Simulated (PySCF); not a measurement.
# Radial density of Ru (ruthenium, neutral)

UHF, [Kr] 4d6 5s1 6s1, high-spin 7D determinant (an excited configuration). Calculation: PySCF 2.14, in aug-cc-pwCVTZ-PP with ECP28MDF (8s8p7d4f3g, 122 functions); scalar relativity through the core potential. This is the valence pseudo-density: the core potential removes the inner electrons and smooths the orbitals near the nucleus.

| r (bohr) | 4πr²ρ (e/bohr) | 4πr²(ρα − ρβ) |
| --- | --- | --- |
| 0.0314 | 2.554e-05 | 0.0000 |
| 0.0528 | 6.076e-05 | 0.0000 |
| 0.0888 | 0.0001984 | 0.0000 |
| 0.149 | 0.001664 | 0.0004 |
| 0.251 | 0.02654 | 0.0066 |
| 0.423 | 0.7052 | 0.1276 |
| 0.711 | 8.527 | 1.3449 |
| 1.20 | 11.97 | 3.0111 |
| 2.01 | 3.133 | 1.7108 |
| 3.38 | 0.5202 | 0.4363 |
| 5.69 | 0.1067 | 0.1055 |
| 9.57 | 0.1386 | 0.1386 |
| 16.1 | 0.005926 | 0.0059 |

Energies and moments cover only the electrons outside the core potential. The outer electron is Rydberg-like, and this basis confines it to a smaller radius and binds it less than a complete one would.
